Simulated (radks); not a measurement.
Question: Coherent X-ray form factor from a spherical all-electron density. Method: non-relativistic Kohn-Sham, PBEsol, spin-polarised, spherical densities, point nucleus; computed with a radial shooting solver on a logarithmic mesh with Libxc functionals.

sin(theta)/lambda (1/angstrom)  f0 (electrons)
0.05                                    12.652
0.1                                     11.773
0.15                                    10.706
0.2                                      9.718
0.25                                     8.904
0.3                                      8.245
0.4                                      7.174
0.5                                      6.203
0.6                                      5.279
0.8                                      3.732
1                                        2.695
1.25                                     1.965
1.5                                      1.597
2                                        1.260

The species is in the configuration that NIST lists as its ground one. Which atom or ion scatters so?

Answer: The silicon ion Si+, [Ne] 3s2 3p1. Extrapolating in s^2 from the first two rows gives f0(0) = 12.9, near the electron count 13; among species with that count, the fall with angle is slower the higher Z, and the table is that of Z = 14; from so few rows the species is fixed only to a neighbour or two.
